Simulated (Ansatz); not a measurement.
Cost and result for the atomization energy of C$_{2}$H$_{4}$O$_{2}$Si (`O=C1CO[SiH2]1`) (9 atoms, 9 bonds).

Z-matrix (Å, degrees):
```
C
C 1 1.541
Si 1 2.368 2 54.9
O 1 1.432 2 99.1 3 0.1
H 1 1.096 2 112.3 3 -118.0
H 1 1.096 2 112.4 3 118.2
O 2 1.189 1 130.2 3 -180.0
H 3 1.486 1 125.0 2 96.0
H 3 1.486 1 124.9 2 -96.0
```

The species carries charge 0 and has multiplicity 1. The structure was optimised at the PBE0-D4/def2-TZVP level. Program: Ansatz. All runs use 2 threads of an Arm Neoverse V2 on a shared host. Times are those of one run each, without the atoms' runs, and a repeat can differ threefold. Electronic energies, without spin–orbit coupling; frozen cores. CCSD(T)/CBS adds CCSD(T) − MP2 in def2-TZVPP to the MP2 limit, and its time is that of the two runs behind it. T1 = 0.015. B3LYP takes the VWN-RPA correlation (the form of Gaussian; ORCA's B3LYP/G).

CCSD(T)/CBS is a level of theory with its own doubt, some kJ/mol a heavy atom from the limit and from the frozen cores, so smaller differences don't rank the functionals.

| level | functions | wall time | atomization (kcal/mol) | difference from CCSD(T)/CBS | per bond |
| --- | --- | --- | --- | --- | --- |
| LDA (SPW92)/def2-TZVPP | 222 | 1.8 s | 1008.3 | 146.6 | 16.3 |
| revPBE-D4/def2-TZVPP | 222 | 3.1 s | 864.0 | 2.3 | 0.3 |
| PBE-D4/def2-TZVPP (with forces) | 222 | 3.7 s | 889.5 | 27.8 | 3.1 |
| PBE0-D4/def2-TZVPP | 222 | 4.1 s | 863.8 | 2.1 | 0.2 |
| CAM-B3LYP-D4/def2-TZVPP | 222 | 4.4 s | 864.9 | 3.2 | 0.4 |
| CCSD(T)/def2-SVP | 94 | 5 s | 808.3 | -53.4 | -5.9 |
| B3LYP-D4/def2-TZVPP (with forces) | 222 | 6.5 s | 860.0 | -1.7 | -0.2 |
| r2SCANh-D4/def2-TZVPP | 222 | 7.5 s | 857.2 | -4.5 | -0.5 |
| ωB97X-V/def2-TZVPP | 222 | 10 s | 866.4 | 4.7 | 0.5 |
| ωB97M-V/def2-TZVPP (with forces) | 222 | 15 s | 865.5 | 3.8 | 0.4 |
| MP2/def2-QZVPP | 418 | 31 s | 875.9 | 14.2 | 1.6 |
| CCSD(T)/def2-TZVPP | 222 | 2.5 min | 836.3 | -25.4 | -2.8 |
| CCSD(T)/CBS(def2) | – | 3 min | 861.7 | 0.0 | 0.0 |

The D4 term adds +6.9 kcal/mol with B3LYP and +3.6 kcal/mol with PBE0; it sums over pairs of atoms, weighted by their polarisabilities, and B3LYP, whose exchange is more repulsive, gets the larger term. In def2-TZVPP, CCSD(T) changes the Hartree–Fock value by +239.4 kcal/mol (the triples alone add +17.2 kcal/mol) and MP2 by +263.8 kcal/mol; breaking electron pairs costs correlation energy, which Hartree–Fock lacks. From BLYP to BHLYP (50 % exact exchange), in def2-TZVPP and without D4, the atomization energy moves by −37.6 kcal/mol: exact exchange takes away binding that semilocal exchange gives to molecules.
